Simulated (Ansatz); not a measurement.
A structure relaxed at B3LYP-D4/def2-SVP in Ansatz, charge 0, doublet:

```xyz
8

Si    1.296   -0.024   -1.638
Si   -2.302   -1.536    0.307
Si   -0.127   -0.943    1.482
Si   -0.803    0.118   -0.600
Si    1.466    0.417    0.595
F    -3.406   -0.699    1.187
F     1.658    1.087   -2.785
F     2.218    1.580    1.452
```

(1) Give its formula.

(2) Summarise the bond lengths by kind (pairs closer than 1.2 times the sum of covalent radii, bridged metal pairs left out).

Answers

(1) the cluster Si₅F₃.

(2) 7 × Si–Si 2.27 to 2.58 Å; 3 × F–Si 1.63 to 1.64 Å.

Another isomer (doublet) lies 0.98 eV lower at PBE0-D4/def2-TZVP; other spin states weren't run for this one.
